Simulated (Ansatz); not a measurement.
Reaction (cleavage of the Ge–Si bond): `F[SiH2][GeH3]` + `OC#C[SiH3]` → `[SiH3]C#C[O][GeH3]` + `F[SiH3]`

Program: Ansatz. Geometries: PBE0-D4/def2-TZVP. ΔE: electronic, gas phase. CCSD(T)/CBS adds triple-zeta CCSD(T) − MP2 to the extrapolated MP2 energy (def2 sets, frozen cores). This one scheme is used for every species. For Ge outer-core shells are correlated without core-valence functions, which leaves a few kJ/mol of doubt a bond. Scalar relativity is left out up to krypton. One conformer a species, not always the lowest.

| level | ΔE (kJ/mol) |
| --- | --- |
| HF/def2-QZVPP | -56.0 |
| SCS-MP2/def2-QZVPP | -48.0 |

What does CCSD(T)/CBS give? (Best estimate.)

Ansatz gave: -32.7 kJ/mol. The listed levels differ from it by -23.3, -15.3 kJ/mol.

Largest T1 diagnostic among the species: 0.013.

In def2-TZVPP, CCSD(T) changes the Hartree–Fock value by +16.6 kJ/mol (the triples alone add −0.0 kJ/mol) and MP2 by +8.8 kJ/mol. From PBE to PBE0 (25 % exact exchange), in def2-TZVPP and without D4, ΔE moves by −3.3 kJ/mol.
